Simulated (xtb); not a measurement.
F4Ti, charge -1, doublet, at a GFN2-xTB geometry (such geometries of metal compounds can be far from the true shape) (the multiplicity is a formal guess). Base run: GFN0-xTB (xtb).

Here is a job for xtb.
```
$ xtb mol.xyz --gfn 0 --chrg -1 --uhf 1 --json

# file mol.xyz
5

Ti    -0.00000000    -0.00000000    -0.00000000
F      1.24118707     0.52094629    -1.19108730
F      1.05052930    -0.83865025     1.19317781
F     -1.25479205    -0.63428937    -1.11972909
F     -1.03692432     0.95199333     1.11763858
```

The base run was repeated with changes; each row names its change, and settings that it needs were set with it.

```csv
change,ΔE vs base (kcal/mol)
base,0.000
etemp = 10000,-56.25
etemp = 10,0.001
etemp = 5000,-12.95
file = coord,0.000
```
